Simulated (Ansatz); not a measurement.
`O[SiH2][GaH][OH]` → `[OH][GaH2]` + `O[SiH]`  (silylene formation by 1,1-elimination)

Isolated molecules relaxed with PBE0-D4/def2-TZVP in Ansatz; ΔE leaves out vibrations. CBS: MP2 limit from def2 TZ/QZ plus the TZ coupled-cluster correction, frozen cores. This one scheme is used for every species. Functionals use def2-TZVPP. B3LYP here is the variant with VWN-RPA as its local correlation; programs differ in this. HSE06 is defined as in plane-wave codes. For Ga outer-core shells are correlated without core-valence functions, which leaves a few kJ/mol of doubt a bond. Scalar relativity is left out up to krypton. One conformer a species, not always the lowest.

```
             level  ΔE (kJ/mol)  difference from CCSD(T)/CBS
            PBE-D4        203.7                          4.8
           BLYP-D4        184.2                        -14.7
          B3LYP-D4        194.8                         -4.1
        r2SCANh-D4        217.3                         18.4
          BHLYP-D4        205.7                          6.8
      CAM-B3LYP-D4        198.0                         -0.9
            B2PLYP        189.2                         -9.7
               PBE        195.1                         -3.8
            r2SCAN        213.9                         15.0
           r2SCANh        215.0                         16.1
           r2SCAN0        216.7                         17.8
             HSE06        205.1                          6.2
         CAM-B3LYP        190.2                         -8.7
           LC-ωPBE        210.2                         11.3
    MP2/def2-TZVPP        202.7                          3.8
SCS-MP2/def2-QZVPP        195.7                         -3.2
       CCSD(T)/CBS        198.9                            0
```

Task: What do rigid-rotor, harmonic-oscillator terms from PBE0-D4/def2-TZVP frequencies (298.15 K, 1 bar) make of the CCSD(T)/CBS value? (An estimate is asked.)

Result: Ansatz gave: ΔZPE = -12.0 kJ/mol, ΔH = +188.8 kJ/mol, ΔS = 153 J/(mol·K), ΔG = +143.1 kJ/mol.

Largest T1 diagnostic among the species: 0.016.

Leaving LDA and LC-ωPBE aside and taking each functional with its dispersion term where it has one, the values, not all of them listed here, spread over 35.0 kJ/mol, from BLYP-D4 to r2SCAN0-D4. LDA lies +32.3 kJ/mol from PBE without D4. From PBE to PBE0 (25 % exact exchange), in def2-TZVPP and without D4, ΔE moves by +10.0 kJ/mol.
